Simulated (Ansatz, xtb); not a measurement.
Relative energy of two isomers of CH6FInSn

Structure I: `[CH3][SnH2][InH][F]`, a singlet. Structure II: `[CH3][In]([F])[SnH3]`, a singlet. Both are isolated molecules in the gas phase, relaxed with B3LYP-D3(BJ)/def2-SVP, each in the lowest conformer that the search found.

Q: Estimate E(II) − E(I) at the level CCSD(T)/def2-SVP + ΔMP2/def2-TZVPP.

A: Calculated at CCSD(T)/def2-SVP + ΔMP2/def2-TZVPP: E(II) − E(I) = −0.081 eV, so structure II lies lower.

How the difference moves with the method:

```tsv
level	geometry	E(II) − E(I) (eV)	departure from the last row (eV)	job, with rough time for the two
B3LYP-D3(BJ)/def2-SVP	B3LYP-D3(BJ)/def2-SVP	−0.101	−0.021	optimisation, 4.4 min
HF/def2-SVP	B3LYP-D3(BJ)/def2-SVP	−0.084	−0.003	part of the CCSD(T) run
MP2/def2-SVP	B3LYP-D3(BJ)/def2-SVP	−0.128	−0.047	part of the CCSD(T) run
CCSD(T)/def2-SVP	B3LYP-D3(BJ)/def2-SVP	−0.126	−0.045	single point
CCSD(T)/def2-SVP + ΔMP2/def2-TZVPP	B3LYP-D3(BJ)/def2-SVP	−0.081		single point, 45 s
```

As drawn, II has 1 C–In, 1 Sn–H in place of 1 C–Sn, 1 In–H.

The levels shown agree on the order. The largest departure from CCSD(T)/def2-SVP + ΔMP2/def2-TZVPP is that of MP2/def2-SVP, 0.047 eV. Levels run at GFN2-xTB geometries aren't shown. The last row adds to CCSD(T) the change of the MP2 difference between the two basis sets, here +0.045 eV.

With harmonic frequencies from B3LYP-D3(BJ)/def2-SVP (ideal gas, rigid rotor, one conformer each, 298.15 K, 1 atm): on the last row, ΔE + ΔZPE = −0.082 eV. A mode under 50 cm⁻¹ makes harmonic enthalpies and free energies unreliable, so none is given.

The correlated steps freeze 10 core orbitals; the filled d shell of In and Sn is correlated, in a basis made for valence electrons. Atoms past krypton carry core potentials in the def2 sets and no spin–orbit term is included. Codes used: Ansatz 0.2.0; the last row on 2 threads of Intel(R) Xeon(R) 6975P-C (Granite Rapids) on a shared host.
